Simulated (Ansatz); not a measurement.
1-ethyl-3-methylimidazolium (C₆H₁₁N₂⁺). Total charge 1; singlet. Geometry r2SCAN-D4/def2-SVP, basis def2-TZVP, Ansatz.

| run | HOMO (eV) | LUMO (eV) |
| --- | --- | --- |
| A | -11.04 | -5.96 |
| B | -11.67 | -5.34 |
| C | -11.20 | -5.77 |
| D | -14.34 | -2.75 |
| E | -14.25 | -2.84 |
| F | -12.07 | -4.96 |

HSE06 is defined as in plane-wave codes, on full-range PBE exchange.

Question: The runs used HSE06, PBE, PBE0, r2SCAN, ωB97M-V, ωB97X-V. Estimate which is which.

Answer: A PBE (0 % exact exchange); B HSE06 (range-separated); C r2SCAN (0 % exact exchange); D ωB97X-V (range-separated); E ωB97M-V (range-separated); F PBE0 (25 % exact exchange). Exact exchange lowers occupied and raises empty levels; among semilocal functionals meta-GGAs tend to open the gap a little, and such runs are hard to tell apart. The gap grows from 5.08 eV (PBE) to 11.59 eV (ωB97X-V).
